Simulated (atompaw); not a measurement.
**What one change does to a pseudopotential (ruthenium (Ru), PAW (atompaw))**

atompaw 4.2.0.5 input, output lines left out:

```
Ru 44
GGA-PBE scalarrelativistic loggrid 1500 logderivrange -8 5 326
5 5 4 0 0 0
5 0 1
5 1 0
4 2 7
0 0 0
c
c
c
v
v
c
c
v
v
c
v
2
2.05 1.95 1.80 1.80
n
n
y
0.25
n
custom polynom gramschmidtortho sinc
3 0.5 ultrasoft
1.40
2.05
1.55
2.05
1.95
2.05
```

Change: all radii scaled by about 1.06 (s 1.48, p 1.64, d 2.06 bohr); local potential ultrasoft scheme with l = 3 at 0.5 Ry, radius 1.90 bohr; augmentation sinc compensation charge, radius 2.06 bohr; PAW radius 2.18 bohr; waves and projectors: custom polynom gramschmidtortho; core correction smooth core density matched at 1.90 bohr.

Cutoffs: the cutoffs (Ry, on a coarse ladder) from which the occupation-weighted sum of valence levels, in a spherical-Bessel basis at the reference potential, stays within 10 and 1 mRy of its value at 400 Ry; they do not see the model core or the augmentation charge, which bear on the density cutoff.

Question: What does the change do?

Answer: The potential gets neither clearly harder nor softer (40 Ry and 60 Ry → 40 Ry and 55 Ry); the p channel sets the loose cutoff, while the largest relative change is in d, which becomes softer; neither file shows a bound ghost.

```csv
quantity,base,changed
"cutoff, loose",40 Ry,40 Ry
"cutoff, tight",60 Ry,55 Ry
loose cutoff by channel (10 mRy a level),"s 18 Ry, p 25 Ry, d 21 Ry","s 18 Ry, p 25 Ry, d 18 Ry"
bound ghosts,none,none
lowest overlap eigenvalue by channel,"s 0.62, p 0.60, d 0.76","s 0.55, p 0.56, d 0.66"
```

 The cutoffs see the waves, projectors and local potential, not the compensation charge or the core.
